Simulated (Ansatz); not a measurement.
The input (input.yaml):

```yaml
crystal:
  periodic: [false, false, false]
  atoms:
    - { symbol: "N", position_ang: [-0.7299, 0.977, -0.1114] }
    - { symbol: C, position_ang: [0.0173, -0.0074, 0.5354] }
    - { symbol: B, position_ang: [0.5605, -1.0269, -0.5527] }
    - { symbol: Cl, position_ang: [-0.4842, -2.0211, -1.5762] }
    - { symbol: H, position_ang: [-0.6096, 0.95916, -1.16201] }
    - { symbol: H, position_ang: [-1.79836, 0.79246, 0.02484] }
    - { symbol: H, position_ang: [0.8914, 0.4652, 1.0936] }
    - { symbol: H, position_ang: [-0.5737, -0.5493, 1.249] }
    - { symbol: H, position_ang: [1.764, -1.1538, -0.6146] }
basis:
  gaussian: { orbitals: def2-SVP }
hamiltonian:
  xc: r2scan
  dispersion: d4
relax:
  f_tol: 0.015
  max_steps: 40
output:
  orbitals: {}
```

Launched with:

```bash
$ ansatz run input.yaml --threads 2 --pin off --max-ram 3072MiB --backend cpu --events-out ev --progress --plain --runs-dir out
```

Hardware: 2 threads of Arm Neoverse N1, with other jobs on the host.

Task: Roughly how long does this run take, and how much memory?

Result: 88 s, with a peak of 0.17 GiB, for 20 ionic steps.
